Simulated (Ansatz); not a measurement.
Predict a relaxed structure of the cluster ReO₂, charge 0, doublet, at PBE0-D4/def2-TZVP (Ansatz).


Cartesian coordinates in Å:
```
Re -0.495 -0.312 0.097
O -0.020 0.147 -1.446
O 0.515 0.166 1.349
```
Point group C2v (tolerance 0.1 Å). The metal has 2 neighbours: O 1.68 Å, O 1.68 Å. This is one stationary point.

In the def2 sets Re takes a core potential; there is no spin–orbit coupling. The charge 0 doublet is spin-contaminated (final ⟨S²⟩ up to 1.19, 0.75 for a pure state). At PBE0-D4/def2-TZVP a quartet of charge 0 lies 0.36 eV below the doublet, each at its own geometry. The structure comes from a short search, and lower isomers may exist.
